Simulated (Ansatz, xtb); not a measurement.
A geometry optimisation of GeH8SiSn with r2SCAN-D4/def2-SVP

The starting geometry of this gas-phase singlet has its atoms placed at random.

```tsv
atom	x (Å)	y (Å)	z (Å)
Ge	0.4888	-0.5139	-1.2551
Si	0.5313	2.2578	0.1587
Sn	0.2736	0.1394	1.3667
H	2.0930	1.2399	0.8067
H	2.3827	-0.7255	0.5423
H	0.1375	-1.1286	-0.1805
H	-0.2943	-2.0704	-0.2293
H	-0.9095	-0.2888	-1.6004
H	0.9477	0.0481	-2.3152
H	-0.7455	1.9642	1.2245
H	1.0223	-0.9571	0.5083
```

**Question.** Guess where an optimisation with r2SCAN-D4/def2-SVP ends from this start.

**Answer.** It loosens into GeH4SiSn + H2 + H2, which stay close as a complex. Distances that change by over a tenth: Ge1–H9 (1.28 → 1.53 Å), Ge1–H11 (1.89 → 3.23 Å), Si2–Sn3 (2.45 → 2.87 Å). Contacts that open: Ge1–H6 (1.29 → 3.63 Å), Sn3–H6 (2.01 → 3.90 Å), Sn3–H11 (1.58 → 2.70 Å). Contacts that close: Ge1–Si2 (3.11 → 2.43 Å), Si2–H4 (1.97 → 1.60 Å), H5–H11 (1.38 → 0.77 Å), H6–H7 (1.04 → 0.76 Å).

The energy falls by 12.41 eV over 19 steps:

```
step  E − E(last) (eV)
   1            12.407
   3             5.276
   5             2.128
   7             0.742
   9             0.175
  11             0.020
  13             0.004
  15             0.001
  17             0.000
  19             0.000
```

Final geometry (Å):

```yaml
atoms:
  - { symbol: Ge, position_ang: [0.0166, 0.5727, -1.1318] }
  - { symbol: Si, position_ang: [0.7665, 2.6597, -0.1459] }
  - { symbol: Sn, position_ang: [0.2168, 0.3576, 1.4800] }
  - { symbol: H, position_ang: [1.7103, 1.8784, 0.8840] }
  - { symbol: H, position_ang: [2.7051, -0.7559, 1.0778] }
  - { symbol: H, position_ang: [-0.5163, -2.9518, -0.4446] }
  - { symbol: H, position_ang: [-0.5555, -3.7089, -0.3936] }
  - { symbol: H, position_ang: [-1.3938, 0.6069, -1.7300] }
  - { symbol: H, position_ang: [1.0088, -0.1587, -2.0437] }
  - { symbol: H, position_ang: [-0.3400, 2.4969, 0.9902] }
  - { symbol: H, position_ang: [2.3089, -1.0319, 0.4842] }
```

From the same start GFN2-xTB ends elsewhere, in pieces: GeH4SiSn + H2 + H2.

From so rough a start the end depends on the optimiser's path, so another program may land elsewhere. The end wasn't checked by frequencies. Atoms past krypton carry core potentials, without spin–orbit terms. Run with Ansatz 0.2.0, 32 s on 2 threads of Intel(R) Xeon(R) 6975P-C (Granite Rapids) (shared host).
